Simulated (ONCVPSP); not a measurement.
# Reading a pseudo-wave (molybdenum (Mo))

Columns: radius, all-electron u(r) and pseudo u(r) of the 4s shell (level -64.42 eV) of molybdenum in the configuration [Ar] 3d10 4s2 4p6 4d5 5s1; LDA (Perdew-Wang 92), scalar-relativistic, ONCV scheme, ONCVPSP 4.0.1.

| r (bohr) | all-electron | pseudo |
| --- | --- | --- |
| 0.118 | 0.3633 | 0.1518 |
| 0.235 | -0.3662 | 0.3045 |
| 0.353 | -0.5786 | 0.4588 |
| 0.470 | -0.1961 | 0.6072 |
| 0.588 | 0.3289 | 0.7451 |
| 0.705 | 0.7456 | 0.8612 |
| 0.822 | 0.9953 | 0.9458 |
| 0.940 | 1.0970 | 0.9900 |
| 1.058 | 1.0896 | 0.9905 |
| 1.175 | 1.0161 | 0.9514 |
| 1.292 | 0.9088 | 0.8790 |
| 1.410 | 0.7883 | 0.7802 |
| 1.528 | 0.6690 | 0.6682 |
| 1.645 | 0.5595 | 0.5594 |
| 1.763 | 0.4614 | 0.4614 |
| 1.880 | 0.3776 | 0.3775 |
| 1.998 | 0.3061 | 0.3060 |
| 2.115 | 0.2471 | 0.2470 |
| 2.232 | 0.1985 | 0.1984 |
| 2.350 | 0.1584 | 0.1584 |
| 2.468 | 0.1261 | 0.1261 |
| 2.585 | 0.1002 | 0.1002 |
| 2.702 | 0.0795 | 0.0795 |
| 2.820 | 0.0628 | 0.0628 |
| 2.938 | 0.0495 | 0.0495 |
| 3.055 | 0.0390 | 0.0390 |

(1) How many radial nodes do the two functions have?

(2) At about which radius was the pseudo-wave matched?

(3) Where does each function peak?

(4) Is the pseudo-wave norm-conserving?

Results:

(1) The all-electron 4s function has n − l − 1 = 3 (the table is too coarse to show those close to the nucleus); the pseudo-wave has 0, since the states of the same l below it are removed with the core.

(2) 1.65 bohr, where the columns begin to agree (steps of 0.12 bohr).

(3) Outermost all-electron maximum near 0.94 bohr, pseudo maximum near 1.06 bohr (to the table’s step).

(4) Yes: the ONCV scheme keeps the norm inside the radius equal to the all-electron one, which fixes the energy derivative of the logarithmic derivative at the level.
